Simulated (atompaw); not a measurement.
# Plane-wave convergence, PAW (atompaw) potential for gold (Au)

Au, PAW, made with atompaw 4.2.0.5 (PBEsol, scalar-relativistic). Core [Kr] 4d10 4f14, reference 5s2 5p6 5d9 6s2 6p0. Waves: 5s (bound): rc 1.45 bohr; 6s (bound): rc 1.65 bohr; 5p (bound): rc 1.20 bohr; 6p (bound, empty): rc 1.65 bohr; 5d (bound): rc 1.65 bohr; 5d channel at -0.05 Ry: rc 1.65 bohr. Local part: bessel scheme, radius 1.65 bohr. Core correction: smooth core density matched at 0.95 bohr. Augmentation charge: besselshape compensation charge, radius 1.40 bohr; PAW radius 1.65 bohr; waves and projectors: custom rrkj vanderbiltortho.

The pseudo-atom Hamiltonian at the reference potential is diagonalised in spherical Bessel functions j_l(qr) that vanish at 20 bohr, with q² up to the cutoff. All-electron valence levels (Ry): 5s -8.1843, 6s -0.4933, 5p -4.5974, 6p -0.0774, 5d -0.6594.

Question: How do the lowest levels (Ry) of each channel move with the cutoff, and are there ghosts?

Answer:

```csv
cutoff (Ry),s #1,s #2,s #3,p #1,p #2,d #1,f #1,Σ f·Δε (mRy)
8,-7.5973,-0.3238,0.0199,-3.5545,-0.0197,0.0287,0.1153,13965.2
18,-8.1445,-0.4350,0.0126,-4.4470,-0.0493,-0.4677,0.1153,2826.3
35,-8.1832,-0.4915,0.0091,-4.5724,-0.0713,-0.6566,0.1153,182.7
55,-8.1842,-0.4931,0.0090,-4.5964,-0.0772,-0.6592,0.1153,10.6
90,-8.1843,-0.4933,0.0090,-4.5972,-0.0774,-0.6595,0.1153,2.3
140,-8.1843,-0.4933,0.0090,-4.5975,-0.0774,-0.6595,0.1153,0.6
400,-8.1843,-0.4933,0.0090,-4.5975,-0.0774,-0.6595,0.1153,0.0
```

Result: no extra level below or beside the all-electron valence levels (s, p, d, f tested); 10 mRy is reached at 60 Ry and 1 mRy at 110 Ry.
